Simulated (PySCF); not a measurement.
Input for PySCF: R-BP86/6-31G* on CH7PSi (SMILES C[SiH2]P), a point of a torsion scan.

```python
from pyscf import gto, scf, dft, mp
from pyscf.data.elements import chemcore

mol = gto.M(
    atom='''
    C    -1.16543749    0.65437254   -0.07075191
    Si   -0.10451295   -0.91802479    0.09037896
    P     2.09554702   -0.44536418    0.02198233
    H    -2.22350821    0.41221008   -0.08501852
    H    -0.99322633    1.33859692    0.75638936
    H    -0.93497112    1.18558401   -0.99079507
    H    -0.41650125   -1.60319354    1.35031215
    H    -0.36536097   -1.81845700   -1.03791082
    H     1.94406079    0.92087141   -0.12449131
    H     2.24838505   -0.33159922    1.39096322
    ''',
    basis='6-31g*',
    cart=True,
    charge=0, spin=0, verbose=3, max_memory=1800)
mf = dft.RKS(mol, xc='b88,p86')
mf.conv_tol = 1e-8
mf.max_cycle = 100
mf.kernel()
if not mf.converged:
    mf = mf.newton().run(mf.mo_coeff, mf.mo_occ)
```

The log:

```
converged SCF energy = -673.183948429387
```

Self-consistency was reached.

Cost: about 8 core-seconds (a rough figure).
